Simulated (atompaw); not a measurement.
## What one change does to a pseudopotential (zirconium, PAW (atompaw))

```
Element                 : Zr
Generator               : atompaw 4.2.0.5
Type                    : PAW
Functional              : PBE
Relativity              : scalar-relativistic
Frozen core             : [Kr]
Valence charge          : 4
Reference configuration : 4d2 5s1 5p0 (charge +1)
Partial waves           : 5s (bound): rc 2.80 bohr; 5s channel at 0.25 Ry: rc 2.80 bohr; 5p (bound, empty): rc 3.00 bohr; 5p channel at 0.35 Ry: rc 3.00 bohr; 4d (bound): rc 3.00 bohr; 4d channel at -0.15 Ry: rc 3.00 bohr
Local potential         : bessel scheme, radius 2.05 bohr
Core correction         : smooth core density matched at 1.50 bohr
Augmentation charge     : sinc compensation charge, radius 2.60 bohr; PAW radius 3.00 bohr; waves and projectors: custom rrkj vanderbiltortho
```

All-electron outer shells of the reference configuration (PBE, scalar-relativistic, ld1.x):

```
shell  level (eV)  outermost node (bohr)  outermost maximum (bohr)
   4p      -39.14                   0.56                      1.17
   4d       -9.98                   0.58                      1.59
   5s       -9.94                   1.46                      3.00
   5p       -6.26                   1.68                      3.71
```

Change: wave 5s channel at 0.25 Ry: rc 2.80 bohr becomes 5s channel at 4.66 Ry: rc 2.80 bohr.

Cutoffs: the cutoffs (Ry, on a coarse ladder) from which the occupation-weighted sum of valence levels, in a spherical-Bessel basis at the reference potential, stays within 10 and 1 mRy of its value at 400 Ry; they do not see the model core or the augmentation charge, which bear on the density cutoff.

**Question.** What does the change do?

**Answer.** Both files are so soft that the ladder of cutoffs tells neither apart; the bound ghosts move from p to p, s; the range in which the s phases agree narrows (upper end 3.8 → -0.6).

| quantity | base | changed |
| --- | --- | --- |
| cutoff, loose | 10 Ry | 10 Ry |
| cutoff, tight | 12 Ry | 12 Ry |
| bound ghosts | p | s, p |
| s: phases at 3.02 bohr within 0.05 rad from the reference energy up to (Ry; the scan ends near 5) | 3.8 | -0.6 |
| p: phases at 3.02 bohr within 0.05 rad from the reference energy up to (Ry; the scan ends near 5) | 3.6 | 3.6 |
| d: phases at 3.02 bohr within 0.05 rad from the reference energy up to (Ry; the scan ends near 5) | 1.4 | 1.4 |
| lowest overlap eigenvalue by channel | s 0.54, p 0.64, d 0.43 | s 0.80, p 0.64, d 0.43 |

 A true bound ghost makes a file unfit for plane-wave use even where its test errors are small: the radial tests pick states by their node count and pass the ghost by. The cutoffs see the waves, projectors and local potential, not the compensation charge or the core.
